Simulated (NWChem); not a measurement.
System: VH₂SO₂F; SMILES [OH][V]([OH])([F])=[S]

```xyz
7

V     -0.0004    -0.2641     0.0000
S      0.0970     1.7265     0.0002
F      1.5825    -0.9192     0.0030
O     -0.8445    -0.8008    -1.4101
H     -1.1117    -0.2325    -2.1428
O     -0.8499    -0.8007     1.4068
H     -1.1198    -0.2324     2.1385
```
Atoms are numbered in this order, from 1.

Program: NWChem. All runs use the structure optimised with PBE0/def2-SVP.

Question: Predict the results for PBE0/3-21G. Quantities: highest occupied level (eV); orbital gap (eV); dipole (D).

Answer: 
* **highest occupied level (eV)**: -8.29
* **orbital gap (eV)**: 5.17
* **dipole (D)**: 2.08
